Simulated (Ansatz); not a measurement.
C3H8AlF at its PBE0-D4/def2-TZVP geometry, where that method's forces vanish. The species carries charge 0 and has multiplicity 1. The bonds changed during the relaxation, so this is another structure than the one it started from.

```xyz
13

C    -0.6783   -0.6226    1.7133
Al    0.5664   -0.9104    0.2351
C    -0.5349    0.9822   -1.0468
C     0.7431    0.9896   -1.4356
F     0.1366   -2.0267   -0.9325
H    -0.4917    0.3251    2.2274
H    -1.7259   -0.6424    1.4027
H    -0.5479   -1.4169    2.4563
H     2.1266   -0.6522    0.3928
H    -0.9057    1.6748   -0.2998
H    -1.2533    0.2996   -1.4891
H     1.4619    1.6857   -1.0189
H     1.1030    0.3141   -2.2050
```

Q: What forces (eV/Å) does r2SCAN-D4/def2-TZVPP give on these atoms in Ansatz 0.2.0? (Estimate.)

A: Ansatz gave: 
```
C1   0.031 -0.007 -0.026
Al2  0.012  0.053 -0.036
C3  -0.172 -0.021  0.073
C4   0.188 -0.012 -0.045
F5  -0.002 -0.009 -0.003
H6  -0.023 -0.021  0.005
H7   0.014  0.006  0.022
H8  -0.016  0.020  0.002
H9  -0.028 -0.007  0.008
H10  0.002 -0.013 -0.013
H11  0.007  0.012  0.013
H12 -0.012 -0.013 -0.014
H13 -0.002  0.014  0.014
```
